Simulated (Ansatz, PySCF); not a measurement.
Species: CH3ClFSi, charge 0, multiplicity 2. It need not be the lowest isomer of its formula. 
Geometry from a B3LYP-D3(BJ)/def2-TZVP (Ansatz, a program for electronic structure) optimisation:
```
C
H 1 1.0899
H 1 1.0906 2 109.14
H 1 1.0930 2 109.05 3 -119.07
Si 1 1.8709 2 110.32 3 121.42
F 5 1.6078 1 107.97 2 177.04
Cl 5 2.0718 6 107.18 1 117.86
```
Charge 0, spin multiplicity 2.

Property: atomisation energy (electronic, to ground-state atoms), in kcal/mol. Correlated levels leave the core frozen unless marked. Open shells are spin-unrestricted. No spin-orbit coupling. No relativistic terms. The coupled-cluster limit lacks core correlation, which all-electron functionals hold. CBS marks a two-point X^-3 extrapolation of the correlation energy; Hartree-Fock from the larger set. The bracket is a focal-point correction in the basis named.

```
level                                                                             program  atomisation energy (kcal/mol)
-------------------------------------------------------------------------  --------------  -----------------------------
HF-D3(BJ)/def2-TZVPD                                                        PySCF + dftd3                          490.6
revPBE-D3(BJ)/def2-TZVPD                                                   Ansatz + dftd3                          601.9
B3LYP-D4/def2-TZVPD                                                        Ansatz + dftd4                          605.0
PBE0/STO-3G                                                                        Ansatz                          692.5
PBE0/def2-TZVP                                                                     Ansatz                          605.4
TPSSh-D4/def2-TZVPD                                                         PySCF + dftd4                          611.7
B2GP-PLYP-D3(BJ)/def2-TZVPD                                                Ansatz + dftd3                              …
RPA@PBE/cc-pV(Q+d)Z                                                                Ansatz                              …
SCS-MP2/aug-cc-pV(D+d)Z                                                            Ansatz                          571.0
CCSD/cc-pV(T+d)Z                                                                   Ansatz                          581.3
RI-MP2/CBS(aug-cc-pV(T+d)Z,aug-cc-pV(Q+d)Z)+[CCSD(T)-MP2]/aug-cc-pV(T+d)Z          Ansatz                              …
```

**Question.** Complete the blanks.

**Answer.** 
- B2GP-PLYP-D3(BJ)/def2-TZVPD, atomisation energy (kcal/mol): 602.3
- RPA@PBE/cc-pV(Q+d)Z, atomisation energy (kcal/mol): 566.8
- RI-MP2/CBS(aug-cc-pV(T+d)Z,aug-cc-pV(Q+d)Z)+[CCSD(T)-MP2]/aug-cc-pV(T+d)Z, atomisation energy (kcal/mol): 609.5
